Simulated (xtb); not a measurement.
ClMg (SMILES [Mg+][Cl]), charge +1, singlet, from a rough starting geometry (GFN-xTB shapes and energies of metal compounds can be far from the true ones); GFN2-xTB run with xtb.

xtb was given this input:
```
$ xtb mol.xyz --gfn 2 --chrg 1 --opt vtight --json

# file mol.xyz
2

Mg    -0.60918190    -0.64227861    -0.54664986
Cl     0.62526968     0.68335149     0.57557022
```

Q: Predict the main parts of the log of this xtb run.

A: 
```
   ID    Z sym.   atoms
    1   12 Mg     1
    2   17 Cl     2

           -------------------------------------------------
          |                Calculation Setup                |
           -------------------------------------------------

           -------------------------------------------------
          |                 G F N 2 - x T B                 |
           -------------------------------------------------

          ...................................................
          :                      SETUP                      :
          :.................................................:
          :  # basis functions                  20          :
          :  # atomic orbitals                  18          :
          :  # shells                            6          :
          :  # electrons                         8          :
          :  max. iterations                   250          :
          :  Hamiltonian                  GFN2-xTB          :
          :  restarted?                      false          :
          :  GBSA solvation                  false          :
          :  PC potential                    false          :
          :  electronic temp.          300.0000000     K    :
          :  accuracy                    1.0000000          :
          :  -> integral cutoff          0.2500000E+02      :
          :  -> integral neglect         0.1000000E-07      :
          :  -> SCF convergence          0.1000000E-05 Eh   :
          :  -> wf. convergence          0.1000000E-03 e    :
          :  Broyden damping             0.4000000          :
          :  net charge                          1          :
          :  unpaired electrons                  0          :
          ...................................................

 iter      E             dE          RMSdq      gap      omega  full diag
   1     -1.6136323 -0.161363E+01  0.316E+01    1.86       0.0  T
   2     -3.8594209 -0.224579E+01  0.196E+01   14.63       1.0  T
   3     -4.1379072 -0.278486E+00  0.176E+01    6.51       1.0  T
   4     -4.2423751 -0.104468E+00  0.170E+01    4.99       1.0  T
   5     -4.1617720  0.806030E-01  0.129E+01    6.23       1.0  T
   6     -3.9098719  0.251900E+00  0.195E+01    1.02       1.0  T
   7     -3.9324026 -0.225307E-01  0.193E+01    1.01       1.0  T
   8     -4.1212129 -0.188810E+00  0.171E+01    0.96       1.0  T
   9     -4.2148157 -0.936029E-01  0.144E+01    0.95       1.0  T
  10     -4.5403995 -0.325584E+00  0.977E+00    2.66       1.0  T
  11     -4.6373784 -0.969789E-01  0.507E+00    1.96       1.0  T
  12     -4.6127345  0.246439E-01  0.539E+00    1.51       1.0  T
  13     -4.6416834 -0.289489E-01  0.427E+00    1.74       1.0  T
  14     -4.6380173  0.366612E-02  0.395E+00    1.68       1.0  T
  15     -4.6436778 -0.566055E-02  0.292E+00    1.78       1.0  T
  16     -4.6450472 -0.136938E-02  0.181E+00    1.83       1.0  T
  17     -4.6453324 -0.285209E-03  0.128E+00    1.90       1.0  T
  18     -4.6455648 -0.232431E-03  0.102E+00    1.89       1.0  T
  19     -4.6454358  0.129059E-03  0.675E-01    1.92       1.0  T
  20     -4.6457398 -0.304026E-03  0.415E-01    1.90       1.0  T
  21     -4.6458105 -0.707293E-04  0.182E-01    1.89       1.0  T
  22     -4.6458264 -0.158900E-04  0.658E-02    1.88       1.1  T
  23     -4.6458260  0.432100E-06  0.279E-02    1.88       2.5  T
  24     -4.6458267 -0.755416E-06  0.968E-03    1.88       7.3  T
  25     -4.6458270 -0.232105E-06  0.829E-04    1.89      85.3  T
  26     -4.6458270 -0.609495E-09  0.728E-04    1.89      97.2  T

   *** convergence criteria satisfied after 26 iterations ***

         :::::::::::::::::::::::::::::::::::::::::::::::::::::
         ::                     SUMMARY                     ::
         :::::::::::::::::::::::::::::::::::::::::::::::::::::
         :: total energy              -4.641157705198 Eh    ::
         :: gradient norm              0.019564056377 Eh/a0 ::
[...]
 * total energy  :    -4.6411577 Eh     change       -0.2166161E-09 Eh
 * total energy  :    -4.6420688 Eh     change       -0.9110523E-03 Eh
 * total energy  :    -4.6420688 Eh     change       -0.4837283E-08 Eh
   *** GEOMETRY OPTIMIZATION CONVERGED AFTER 3 ITERATIONS ***
         :: total energy              -4.642068762574 Eh    ::
[...]
         :: -> isotropic ES            0.176294924342 Eh    ::
         :: -> anisotropic ES         -0.005131380987 Eh    ::
         :: -> anisotropic XC         -0.002104063846 Eh    ::
         :: -> dispersion             -0.000752695920 Eh    ::
         :: repulsion energy           0.007508951405 Eh    ::
         :: add. restraining           0.000000000000 Eh    ::
         :: total charge               1.000000000000 e     ::
         :::::::::::::::::::::::::::::::::::::::::::::::::::::

           -------------------------------------------------
          |                Property Printout                |
           -------------------------------------------------

    * Orbital Energies and Occupations

         #    Occupation            Energy/Eh            Energy/eV
      -------------------------------------------------------------
         1        2.0000           -1.2942894             -35.2194
         2        2.0000           -0.7484808             -20.3672
         3        2.0000           -0.7070077             -19.2387
         4        2.0000           -0.7070077             -19.2387 (HOMO)
         5                         -0.6326434             -17.2151 (LUMO)
         6                         -0.3784579             -10.2984
         7                         -0.3784579             -10.2984
         8                         -0.3238892              -8.8135
         9                         -0.2576193              -7.0102
        10                         -0.2576193              -7.0102
        11                         -0.2528993              -6.8817
        12                         -0.2528993              -6.8817
        13                         -0.2465520              -6.7090
        14                         -0.2395572              -6.5187
        15                         -0.2395572              -6.5187
       ...                                ...                  ...
        18                          0.5908515              16.0779
      -------------------------------------------------------------
                  HL-Gap            0.0743643 Eh            2.0236 eV
             Fermi-level           -0.6698255 Eh          -18.2269 eV

     #   Z          covCN         q      C6AA      α(0)
     1  12 Mg       0.733     0.650   336.044    55.577
     2  17 Cl       0.733     0.350    89.087    14.437

 Mol. C6AA /au·bohr⁶  :        703.687778
 Mol. C8AA /au·bohr⁸  :      50828.869632
 Mol. α(0) /au        :         70.013744

Wiberg/Mayer (AO) data.
largest (>0.10) Wiberg bond orders for each atom

 ---------------------------------------------------------------------------
     #   Z sym  total        # sym  WBO       # sym  WBO       # sym  WBO
 ---------------------------------------------------------------------------
     1  12 Mg   1.796 --     2 Cl   1.796
     2  17 Cl   1.796 --     1 Mg   1.796
 ---------------------------------------------------------------------------

Topologies differ in total number of bonds
Writing topology from bond orders to xtbtopo.mol

molecular dipole:
                 x           y           z       tot (Debye)
 q only:       -0.324      -0.326      -0.281
   full:       -0.694      -0.722      -0.617       2.990
molecular quadrupole (traceless):
                xx          xy          yy          xz          yz          zz
 q only:        0.024       2.032       0.293       1.723       1.841      -0.317
  q+dip:        0.053       4.399       0.634       3.729       3.984      -0.687
   full:        0.046       3.280       0.468       2.782       2.967      -0.513

optimized geometry written to: xtbopt.xyz

           -------------------------------------------------
          | TOTAL ENERGY               -4.642068762574 Eh   |
          | GRADIENT NORM               0.000068773952 Eh/α |
          | HOMO-LUMO GAP               2.023555521845 eV   |
           -------------------------------------------------
```
